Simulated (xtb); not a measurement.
Br$_{2}$Zn, triplet, at a GFN2-xTB geometry of the parent state (such geometries of metal compounds can be far from the true shape) (a higher spin typed on purpose: for a closed-shell molecule this is an excited state); GFN0-xTB in xtb.

Here is a job for xtb.
```
$ xtb mol.xyz --gfn 0 --chrg 0 --uhf 2 --json

# file mol.xyz
3

Zn    -0.00812161    -0.01195013    -0.01326557
Br    -0.24664341     1.76351145    -1.42520509
Br     0.25360479    -1.75326848     1.43657557
```

Problem. What does xtb print? Leave out banner, timings and long lists.

Solution. 
```
   ID    Z sym.   atoms
    1   30 Zn     1
    2   35 Br     2, 3

           -------------------------------------------------
          |                Calculation Setup                |
           -------------------------------------------------

           -------------------------------------------------
          |                 G F N 0 - x T B                 |
           -------------------------------------------------

          ...................................................
          :                      SETUP                      :
          :.................................................:
          :  # basis functions                  24          :
          :  # atomic orbitals                  22          :
          :  # shells                            8          :
          :  # electrons                        16          :
          :  electronic temp.          300.0000000     K    :
          :  accuracy                    1.0000000          :
          :  -> integral cutoff          0.2500000E+02      :
          :  -> integral neglect         0.1000000E-07      :
          ...................................................

         :::::::::::::::::::::::::::::::::::::::::::::::::::::
         ::                     SUMMARY                     ::
         :::::::::::::::::::::::::::::::::::::::::::::::::::::
         :: total energy              -7.985591576777 Eh    ::
         :: gradient norm              0.121915505728 Eh/a0 ::
         :: HOMO-LUMO gap              3.421741931265 eV    ::
         ::.................................................::
         :: H0 energy                 -7.987623537308 Eh    ::
         :: repulsion energy           0.008117215169 Eh    ::
         :: electrostat energy        -0.005503888085 Eh    ::
         :: -> Gsolv                   0.000000000000 Eh    ::
         ::    -> Gsasa                0.000000000000 Eh    ::
         ::    -> Gshift               0.000000000000 Eh    ::
         :: dispersion energy         -0.000581366552 Eh    ::
         :: short-range corr.          0.000000000000 Eh    ::
         :: add. restraining           0.000000000000 Eh    ::
         :: total charge              -0.000000000000 e     ::
         :::::::::::::::::::::::::::::::::::::::::::::::::::::

           -------------------------------------------------
          |                Property Printout                |
           -------------------------------------------------

    * Orbital Energies and Occupations

         #    Occupation            Energy/Eh            Energy/eV
      -------------------------------------------------------------
         1        2.0000           -0.7368514             -20.0507
         2        2.0000           -0.7298242             -19.8595
         3        2.0000           -0.4645121             -12.6400
         4        1.9999           -0.4378606             -11.9148
         5        1.9999           -0.4378591             -11.9148
         6        1.9990           -0.4358721             -11.8607
         7        1.5007           -0.4293040             -11.6820
         8        1.5006           -0.4293036             -11.6819
         9        1.0000           -0.2128348              -5.7915 (HOMO)
        10                         -0.0870881              -2.3698 (LUMO)
        11                         -0.0870328              -2.3683
        12                         -0.0393334              -1.0703
        13                         -0.0393334              -1.0703
        14                         -0.0392154              -1.0671
        15                         -0.0392154              -1.0671
        16                         -0.0385788              -1.0498
        17                         -0.0385746              -1.0497
        18                         -0.0374594              -1.0193
        19                          0.0228621               0.6221
        20                          0.0836887               2.2773
       ...                                ...                  ...
        22                          1.3186827              35.8832
      -------------------------------------------------------------
                  HL-Gap            0.1257467 Eh            3.4217 eV
             Fermi-level            0.0000000 Eh            0.0000 eV

     #   Z          covCN         q      C6AA      α(0)
     1  30 Zn       1.590    -0.083   120.876    21.580
     2  35 Br       0.795     0.041   179.275    21.601
     3  35 Br       0.795     0.041   179.275    21.601

 Mol. C6AA /au·bohr⁶  :       1417.166160
 Mol. C8AA /au·bohr⁸  :      95434.846125
 Mol. α(0) /au        :         64.782162

Wiberg/Mayer (AO) data.
largest (>0.10) Wiberg bond orders for each atom

 ---------------------------------------------------------------------------
     #   Z sym  total        # sym  WBO       # sym  WBO       # sym  WBO
 ---------------------------------------------------------------------------
     1  30 Zn   1.563 --     3 Br   0.781     2 Br   0.781
     2  35 Br   1.044 --     1 Zn   0.781     3 Br   0.262
     3  35 Br   1.044 --     1 Zn   0.781     2 Br   0.262
 ---------------------------------------------------------------------------

Topologies differ in total number of bonds
Writing topology from bond orders to xtbtopo.mol

 dipole moment from electron density (au)
     X       Y       Z
   0.0139   0.0204   0.0226  total (Debye):    0.085

           -------------------------------------------------
          | TOTAL ENERGY               -7.985591576777 Eh   |
          | GRADIENT NORM               0.121915505728 Eh/α |
          | HOMO-LUMO GAP               3.421741931265 eV   |
           -------------------------------------------------

normal termination of xtb
```
